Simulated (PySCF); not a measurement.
O2S2, SMILES O=S(=O)=S. Atoms are numbered in the order given.

```xyz
4

S      0.0000     0.0000    -0.3915
S      0.0000     0.0000     1.5176
O      0.0000     1.2611    -1.1261
O      0.0000    -1.2611    -1.1261
```
Charge 0, spin multiplicity 1.

The structure is a stationary point at B3LYP-D3(BJ)/def2-SVP.

All values below come from B3LYP/def2-TZVPD run with PySCF.

Gas-phase values at a fixed geometry.

Computed frontier levels, gap, dipole moment and polarisability:
- highest occupied level = -8.28 eV
- lowest empty level = -3.76 eV
- orbital gap = 4.52 eV
- dipole moment = 0.313 e·Å
- quadrupole, principal values (traceless, Buckingham form, about the centre of nuclear charge) = -5.46, 1.16, 4.30 D·Å
- mean static polarisability = 48.9 bohr³ (7.25 Å³)
- polarisability, principal values = 33.1, 47.0, 66.7 bohr³
